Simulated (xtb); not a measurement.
Cl2Pb, singlet, geometry from GFN2-xTB (such geometries of metal compounds can be far from the true shape). Base run: GFN0-xTB (xtb 6.7.1).

Geometry (Å):
```xyz
3

Pb     0.0077    -0.0112     0.4634
Cl     1.2619     1.4465    -1.1046
Cl    -1.2988    -1.3926    -1.1308
```
Charge 0, spin multiplicity 1.
All else is at xtb's defaults.
Base energy -11.05400 Eh.

Each row names what was changed in the base input (with any setting that the change needs).

```json
[
 {"change": "base", "ΔE vs base (kcal/mol)": "0.000", "HOMO-LUMO gap (eV)": "4.18"},
 {"change": "acc = 0.0001", "ΔE vs base (kcal/mol)": "0.000", "HOMO-LUMO gap (eV)": "4.18"},
 {"change": "etemp = 3000", "ΔE vs base (kcal/mol)": "-0.011", "HOMO-LUMO gap (eV)": "4.18"},
 {"change": "acc = 1000", "ΔE vs base (kcal/mol)": "0.000", "HOMO-LUMO gap (eV)": "4.18"},
 {"change": "file = coord", "ΔE vs base (kcal/mol)": "0.000", "HOMO-LUMO gap (eV)": "4.18"}
]
```
